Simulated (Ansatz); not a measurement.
Molecule: C$_{6}$H$_{11}$ (charge 0, doublet). It need not be the lowest isomer of its formula. 
Structure (B3LYP-D3(BJ)/def2-TZVP (Ansatz, a quantum-chemistry and plane-wave program) minimum search):
```xyz
17

C      2.9582    -0.8285     0.1631
C      1.8962     0.1801    -0.0758
C      0.4711    -0.4144    -0.0468
C     -0.6098     0.6450    -0.2938
C     -1.9891     0.0649    -0.3150
C     -2.9612     0.3694     0.5352
H      3.3340    -1.4403    -0.6461
H      3.2724    -1.0788     1.1673
H      2.0433     0.6603    -1.0492
H      1.9509     0.9718     0.6785
H      0.2957    -0.8936     0.9197
H      0.3948    -1.2020    -0.8020
H     -0.5474     1.4211     0.4742
H     -0.4057     1.1335    -1.2540
H     -2.1788    -0.6762    -1.0883
H     -2.8149     1.0999     1.3234
H     -3.9370    -0.0952     0.4750
```
Charge 0, spin multiplicity 2.

Parts of the frozen-core correlation energy in 6-31G* (Ansatz, hartree). Frozen orbitals: 6; correlated occupied orbitals by spin: 18 and 17; virtual: 88 and 89. UHF or UKS for open shells. Spin-orbit coupling is left out. No relativistic terms.

```
term                            value
-------------------------  ----------
reference (HF)             -233.54285
MP2 opposite-spin                   ?
MP2 same-spin                       ?
CCSD correlation                    ?
(T)                          -0.02638
T1 diagnostic                   0.011
largest doubles amplitude       0.097
<S^2> of the reference          0.770
```

Problem. Complete the blanks.

Solution. 
- MP2 opposite-spin, value: -0.57039
- MP2 same-spin, value: -0.17881
- CCSD correlation, value: -0.82276
